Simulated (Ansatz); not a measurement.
The cluster Ta₃⁺, relaxed as a singlet with RKS PBE-D4/def2-TZVP in Ansatz, starting from the GFN2-xTB geometry. Force threshold 0.02 eV/Å.

In the def2 sets Ta takes a core potential; there is no spin–orbit coupling. The relaxation made no stability test and no search for a lower SCF solution. No other spin state of charge 1 was run. The structure comes from a short search, and lower isomers may exist.

Start:

```xyz
3

Ta   -0.996    1.830    0.272
Ta   -0.365   -1.600    1.325
Ta    1.361   -0.231   -1.597
```

```csv
step,energy (eV),largest force component (eV/Å),SCF passes
1,-4636.1598,3.861,44
2,-4638.6811,5.053,30
3,-4641.8410,5.547,34
4,-4644.6759,3.324,119
5,-4645.3646,1.849,61
6,-4645.4594,0.168,33
7,-4645.4603,0.071,33
8,-4645.4607,0.022,30
9,-4645.4607,0.003,33
```

Force components are those of the run's own axes.

End:

```xyz
3

Ta   -0.638    1.175    0.174
Ta   -0.288   -1.070    0.942
Ta    0.927   -0.105   -1.116
```

By distances, no bond broke or formed. The bond that changes most is Ta1–Ta3, from 3.65 to 2.40 Å (atoms count from 1). The end is the same structure that another start reached, the lowest one found.

No frequencies were taken in this run, so the end may be a saddle point.

Run time 7 s (4 threads of Intel Xeon Platinum 8488C on a shared host).
